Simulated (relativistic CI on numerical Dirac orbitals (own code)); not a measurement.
d1 to d9 in one octahedral field

Computed with a parametric ligand-field model without spin-orbit coupling, by exact diagonalisation: B = 600, C = 2940, 10Dq = 9900 cm⁻¹ (Oh; |10Dq|/B = 16.5) for every shell. Energies in cm⁻¹; the field energy is (0.6 n_e − 0.4 n_t2) × 10Dq of the ground term; g labels are left out.

```tsv
Shell	Ground term	Electrons in e	Field energy	First spin-allowed bands	Lowest term of other spin
d1	2T2	0.000	-3960	2E 9900	
d2	3T1	0.048	-7449	3T2 8905, 3T1 16909	1T2 9841
d3	4A2	0.000	-11880	4T2 9900, 4T1 15105	2E 13075
d4	5E	1.000	-5940	5T2 9900	3T1 6936
d5	6A1	2.000	0	none	4T1 13062
d6	5T2	2.000	-3960	5E 9900	1A1 4460
d7	4T1	2.048	-7449	4T2 8905, 4T1 16909	2E 3588
d8	3A2	2.000	-11880	3T2 9900, 3T1 15105	1E 10470
d9	2E	3.000	-5940	2T2 9900
```

Every shell keeps the spin of the free ion. Only d4 to d7 can choose; the field needed to pair spins is smallest for d6 and largest for d5, which loses most exchange energy. In the strong-field picture 10Dq must exceed about 6B + 5C = 18300 (d4), 7.5B + 5C = 19200 (d5), 2.5B + 4C = 13260 (d6) and 4B + 4C = 14160 (d7); mixing of terms shifts these bounds somewhat. High-spin d^(n+5) repeats the spin-allowed bands of d^n, since the half-filled shell is spherical.
